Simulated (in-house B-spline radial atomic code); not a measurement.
Values are calculated unless marked as measured or tabulated.
## Making a Troullier-Martins p channel for Ti, r_c = 0.9 bohr

Ti, [Ar] 3d2 4s2, non-relativistic LDA (VWN5), spherical and spin-unpolarised, from a B-spline radial code for spherical atoms (atomic units). The all-electron 3p level is ε = -1.422948 hartree, its outermost node lies just inside 0.38 bohr and its outer maximum at 0.90 bohr.

Inside r_c the pseudo-orbital is u(r) = r^2 exp(p(r)), with p = c0 + c2 r² + c4 r⁴ + … + c12 r¹². The seven coefficients follow from p and its first four derivatives at r_c, from zero curvature of the screened potential at the origin, c4 = −c2²/(2l + 5), and from the norm inside r_c. At r_c the all-electron orbital has P = 1.02956, P' = 0.01120161, the screened potential V = -4.870774, V' = 11.29684, V'' = -34.96488, and the norm inside is Q = 0.3628273.

**Question.** What are p, p' and p'' at r_c?

**Answer.** p = ln(P/r_c^2) = ln(1.02956/0.81) = 0.23985. p' = P'/P − 2/r_c = 0.01088 − 2.22222 = -2.21134. The radial equation gives p'' = 2(V − ε) − 2(2) p'/r_c − p'² = -6.89565 − (-9.82819) − 4.89003 = -1.95750. Differentiating, p''' = 2V' + 2(2)p'/r_c² − 2(2)p''/r_c − 2p'p'' = 11.716, and p'''' = 2V'' − 4(2)p'/r_c³ + 4(2)p''/r_c² − 2(2)p'''/r_c − 2p''² − 2p'p''' = -72.915.

For a trial c2 the five matching conditions are linear in c0, c6, c8, c10 and c12, and c2 is varied until the norm inside r_c equals Q. The root nearest zero gives:

| n | c_n |
| --- | --- |
| 0 | 1.138486 |
| 2 | -0.9483614 |
| 4 | -0.1284842 |
| 6 | 0.08836113 |
| 8 | -0.9449308 |
| 10 | 1.302081 |
| 12 | -0.4969985 |

**Question.** Check c4 and p(r_c), and find the screened pseudopotential at the origin.

**Answer.** −c2²/7 = -0.128484, as listed. The terms c_n r_c^n are 1.13849, -0.76817, -0.08430, 0.04696, -0.40676, 0.45401, -0.14037, which sum to 0.23985. Inverting the radial equation, V_l(r) = ε + 2 p'/r + (p'' + p'²)/2, so V_l(0) = ε + (2l + 3) c2 = -1.422948 + 5 × (-0.948361) = -6.1648 hartree, finite where the all-electron potential diverges.

Orbitals and screened potentials:

```tsv
r (bohr)	P	u	V all-electron	V pseudo
0.09	-0.359	0.02509	-183.8	-6.165
0.225	-0.4769	0.1506	-53.09	-6.161
0.36	-0.03966	0.357	-25.76	-6.175
0.495	0.4517	0.6011	-15.11	-6.288
0.63	0.7986	0.8276	-9.811	-6.46
0.765	0.9789	0.9802	-6.777	-6.173
0.9	1.03	1.03	-4.871	-4.871
```

Logarithmic derivatives P'/P at R = 1.2 bohr, for energies E around ε:

| E − ε (hartree) | all-electron | pseudo |
| --- | --- | --- |
| -0.5 | -0.108634 | -0.109604 |
| -0.25 | -0.435909 | -0.436205 |
| -0.1 | -0.655423 | -0.655477 |
| 0 | -0.813205 | -0.813205 |
| 0.1 | -0.981378 | -0.981443 |
| 0.25 | -1.25593 | -1.2564 |
| 0.5 | -1.78669 | -1.7891 |

**Question.** With P(R) = 0.8947392 and a norm of 0.6515888 inside R, what slope in energy does norm conservation fix?

**Answer.** d(P'/P)/dE = −2 × (norm inside R)/P(R)² = -1.6278 per hartree·bohr at E = ε, for both atoms, since orbital and norm agree at R. Differences over ±0.1 hartree give -1.6298 (all-electron) and -1.6298 (pseudo), which also hold third-order terms. Half a hartree below ε the two curves differ by -0.0010.
